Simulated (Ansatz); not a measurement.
An input meant for the cluster In₅Sn₅⁻ (charge -1, singlet).

A further run on the cluster In5Sn5⁻.

```yaml
crystal:
  periodic: [false, false, false]
  atoms:
    - {symbol: In, position_ang: [0.836079, -4.893436, -2.844120]}
    - {symbol: In, position_ang: [-0.253779, -0.455165, -0.431516]}
    - {symbol: In, position_ang: [-0.253779, -0.455165, -0.731516]}
    - {symbol: In, position_ang: [2.087787, -2.191560, -2.022263]}
    - {symbol: In, position_ang: [4.343982, -0.318024, -2.122489]}
    - {symbol: Sn, position_ang: [1.969384, -4.523134, 0.120021]}
    - {symbol: Sn, position_ang: [2.568541, -0.000914, 0.554463]}
    - {symbol: Sn, position_ang: [-0.728300, -3.354160, -0.551408]}
    - {symbol: Sn, position_ang: [0.912676, -2.307213, 1.874365]}
    - {symbol: Sn, position_ang: [4.104274, -2.491561, 0.609459]}
basis:
  gaussian: {orbitals: def2-TZVP, fitting: {mean_field: cc-pVTZ-jkfit}}
total_charge: -1
hamiltonian: {xc: {name: wB97M-V}}
scf: {omitted_lower_state_checks: [starts]}
output: {forces: true}
```

```sh
$ ansatz run in.yaml --threads 4 --pin off --events-out ev --progress --plain --max-ram 6963MiB
```

Output, abridged:

```
Functional definition: wB97M-V
Error: [file] the basis set cc-pVTZ-JKFIT has no functions for In
```

In the def2 sets In, Sn take a core potential; there is no spin–orbit coupling. The highest occupied level of an anion often lies above zero with these methods, and sets without diffuse functions describe the outer electron poorly.
